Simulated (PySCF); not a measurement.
The numbers below are computed, except where a source is named.
## Si2H6NO2

The system: Si2H6NO2, a small molecule (built as: end group OO); neutral, doublet. The structure, one conformer, was relaxed in the gas phase by PBE0-D3(BJ)/def2-SVP. No frequency run checks that it is a minimum.

SMILES: [O]ON([SiH3])[SiH3]

```xyz
11

Si    1.421   -0.490   -0.490
N    -0.029    0.261    0.234
Si   -1.772    0.007    0.054
O     0.293    1.255    1.164
O     1.561    1.387    1.268
H     0.773   -1.477   -1.404
H     2.255   -1.215    0.505
H     2.227    0.469   -1.291
H    -2.374   -0.460    1.336
H    -2.438    1.272   -0.369
H    -1.884   -1.037   -0.998
```
(Å; atoms numbered from 1)

EPR values by unrestricted B3LYP, IGLO-III on N O Si, pcH-1 on H.

(1) Predict g and the largest hyperfine couplings. Where does the spin sit?

(2) How do the isotropic couplings move with BHandHLYP?

Answers

(1) g = 2.0019, 2.0075, 2.0164. The spin sits on O5 (52 %, bonded to 1 O), O4 (36 %, bonded to 1 N + 1 O) by Mulliken populations.
| atom | isotope | isotropic (MHz) | dipolar, principal values (MHz) |
| --- | --- | --- | --- |
| O5 | 17O | -39.9 | -171.0, 83.2, 87.7 |
| O4 | 17O | -46.0 | -149.2, 72.3, 76.8 |
| H8 | 1H | 24.7 | -2.7, -2.1, 4.7 |
| H7 | 1H | 24.7 | -2.7, -2.0, 4.7 |
| N2 | 14N | 0.8 | -6.2, -5.9, 12.1 |
| Si1 | 29Si | 10.5 | -1.3, 0.1, 1.2 |

(2) O5 -39.9 to -73.7 MHz, O4 -46.0 to -74.6 MHz, H8 24.7 to 17.1 MHz, H7 24.7 to 17.1 MHz.

The 2 runs behind this took 2 min in all, one thread each of Arm Neoverse V2 on a shared host, launched as `OMP_NUM_THREADS=1 python cluster_run.py task.json out`.
